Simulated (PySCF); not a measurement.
SMILES C[SiH](C)/C=C/[SiH2]F (C4H11FSi2), GFN2-xTB optimised geometry.

```
18

Si    -1.92    -2.77     3.42
F     -3.54    -2.74     3.33
C     -1.30    -1.90     1.88
C     -0.02    -1.70     1.56
Si     0.58    -0.82     0.00
C     -0.07     0.97     0.00
C     -0.07    -1.73    -1.53
H     -1.58    -4.18     3.46
H     -1.61    -2.06     4.65
H     -2.05    -1.52     1.20
H      0.73    -2.08     2.25
H      2.05    -0.82     0.00
H      0.24     1.50    -0.89
H      0.29     1.52     0.86
H     -1.16     0.99     0.04
H      0.29    -2.76    -1.57
H     -1.16    -1.78    -1.54
H      0.24    -1.24    -2.45
```

Density from PBE0/def2-SVP run with PySCF at that geometry.

Minimum of the electron density along straight lines between bonded atoms, close to the bond critical point (lines longer than 1.1 times the sum of covalent radii, or with two minima, are not listed):

```tsv
bond	length / Å	ρ at the minimum / e bohr⁻³	∇²ρ there / e bohr⁻⁵	position (fraction from the first atom)
Si1–F2	1.615	0.117	1.07	0.42
Si1–C3	1.876	0.117	0.33	0.38
C3–C4	1.333	0.335	-0.87	0.50
C4–Si5	1.894	0.111	0.34	0.62
Si5–C6	1.904	0.110	0.31	0.38
Si5–C7	1.904	0.110	0.31	0.38
Si1–H8	1.457	0.121	0.32	0.49
Si1–H9	1.457	0.121	0.32	0.49
C3–H10	1.086	0.276	-1.02	0.63
C4–H11	1.084	0.278	-1.03	0.63
Si5–H12	1.474	0.116	0.32	0.49
C6–H13	1.086	0.272	-0.97	0.62
C6–H14	1.086	0.272	-0.98	0.63
C6–H15	1.086	0.271	-0.96	0.62
C7–H16	1.086	0.272	-0.98	0.63
C7–H17	1.086	0.271	-0.96	0.62
C7–H18	1.086	0.272	-0.97	0.62
```
